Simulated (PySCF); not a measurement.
C₃H₆BNO, SMILES CB1OC=NC1.

The structure is a stationary point at ωB97X-D3(BJ)/def2-SVP. The structure was generated by enumeration, and PubChem lists no compound with its InChIKey, so it may never have been made. Other conformers were not sampled.

Level of theory: ωB97X/def2-TZVP (PySCF).

Isolated molecule, no solvent.

```
Property                                                                                                        Value
---------------------------------------------------------------------------------------------  ----------------------
total energy                                                                                       -272.83209 hartree
highest occupied level                                                                                      -10.18 eV
lowest empty level                                                                                            1.89 eV
orbital gap                                                                                                  12.07 eV
dipole moment                                                                                                  1.61 D
quadrupole, principal values (traceless, Buckingham form, about the centre of nuclear charge)   -8.70, 2.21, 6.49 D·Å
mean static polarisability                                                                       54.5 bohr³ (8.08 Å³)
polarisability, principal values                                                               41.8, 58.8, 62.9 bohr³
```
